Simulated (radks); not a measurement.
The numbers below are computed, except where a source is named.
Nd4+, 56 electrons, occupied as [Xe] 4f2.

Level of theory: Dirac Kohn-Sham, Slater X-alpha with alpha = 0.667, spin-unpolarised, spherical densities, finite nucleus; open shells fill j = l - 1/2 first; Fermi nuclear charge, rms radius 4.9123 fm (a radial shooting solver on a logarithmic mesh with Libxc functionals).

Energy parts (hartree):
total: -9613.9651
kinetic: 10369.5907
electron-nucleus: -23403.1939
Hartree: 3628.3417
exchange: -208.7036

Orbitals (lengths in bohr, moments of r in powers of bohr; r(90%) holds 90 % of the orbital's charge):
orbital,occ.,eigenvalue (hartree),r(90%),<1/r>,<r^2>
1s1/2,2,-1593.507,0.0427,65.99,0.0007611
2s1/2,2,-259.1990,0.156,15.62,0.01199
2p1/2,2,-245.4250,0.139,15.61,0.008759
2p3/2,4,-226.3420,0.147,14.03,0.01001
3s1/2,2,-57.71235,0.391,5.654,0.08119
3p1/2,2,-51.81467,0.385,5.572,0.07614
3p3/2,4,-48.00913,0.402,5.175,0.08352
3d3/2,4,-37.69143,0.375,5.048,0.06773
3d5/2,6,-36.86852,0.380,4.947,0.06981
4s1/2,2,-12.92676,0.870,2.365,0.4136
4p1/2,2,-10.69518,0.903,2.263,0.4383
4p3/2,4,-9.85320,0.943,2.130,0.4782
4d3/2,4,-6.16958,1.04,1.918,0.5563
4d5/2,6,-6.01886,1.05,1.885,0.5718
4f5/2,2,-1.78043,1.50,1.414,1.011
4f7/2,0,-1.76152,1.51,1.403,1.027
5s1/2,2,-2.99418,2.00,0.9569,2.192
5p1/2,2,-2.34264,2.21,0.8628,2.652
5p3/2,4,-2.20284,2.31,0.8182,2.895

The highest occupied level is 4f5/2 at -48.448 eV. The electron density at the nucleus is 4.518e+05 e/bohr^3. The density falls to 0.001 e/bohr^3 at r = 3.24 bohr. Summed over all electrons, <r^2> = 33.98 bohr^2, which gives a Langevin (diamagnetic) susceptibility term of -26.9 x 10^-6 cm^3/mol.
